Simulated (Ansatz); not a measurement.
Total energies of CH₄BGa.

Z-matrix (Å, degrees):
```
C
Ga 1 2.099
B 1 1.496 2 108.3
H 1 1.097 2 96.6 3 -123.6
H 1 1.097 2 96.6 3 123.6
H 3 1.202 1 120.9 2 87.1
H 3 1.202 1 120.9 2 -87.1
```

Total charge 0; spin multiplicity 1. Correlated methods include outer-core shells of Ga, which these sets cover unevenly. Scalar relativity is left out up to krypton. The bonds changed during the relaxation, so this is another structure than the one it started from. All single points use the PBE0-D4/def2-TZVP geometry. Basis def2-TZVPP, the Gaussian-basis code of Ansatz.

RPA on PBE orbitals: Hartree–Fock energy of these orbitals -1988.08675 Eh, correlation -0.81446 Eh (frozen core).

| functional | kind | energy without D4 (Eh) | D4 term (kJ/mol) |
| --- | --- | --- | --- |
| LDA (SPW92) | LDA | -1986.50123 | – |
| PBE | GGA | -1989.81787 | -12.5 |
| revPBE | GGA | -1990.05633 | -37.7 |
| BLYP | GGA | -1990.25310 | -28.0 |
| r2SCAN | meta-GGA | -1990.15256 | -2.7 |
| B97M-V | meta-GGA with VV10 | -1989.85387 | – |
| PBE0 | global hybrid, 25 % exact exchange | -1989.86939 | -10.5 |
| B3LYP | global hybrid, 20 % | -1990.27874 | -20.6 |
| r2SCANh | meta-GGA hybrid, 10 % | -1990.13998 | -3.0 |
| r2SCAN0 | meta-GGA hybrid, 25 % | -1990.12217 | -3.3 |
| HSE06 (plane-wave form) | screened hybrid | -1989.86435 | -9.8 |
| BHLYP | global hybrid, 50 % | -1990.15154 | -16.9 |
| CAM-B3LYP | range-separated hybrid | -1990.28805 | -10.7 |
| LC-ωPBE | long-range corrected hybrid | -1989.90039 | – |
| ωB97X-V | range-separated hybrid GGA with VV10 | -1990.01318 | – |
| ωB97M-V | range-separated hybrid meta-GGA with VV10 | -1990.06864 | – |
| B2PLYP | double hybrid | -1989.78199 | – |
| PBE-QIDH | double hybrid | -1989.51553 | – |

B3LYP takes the VWN-RPA correlation (the form of Gaussian; ORCA's B3LYP/G). HSE06 is the plane-wave form, built on full-range PBE exchange. The double hybrids freeze the cores in their second-order part.

LC-ωPBE has ω = 0.4 bohr⁻¹.
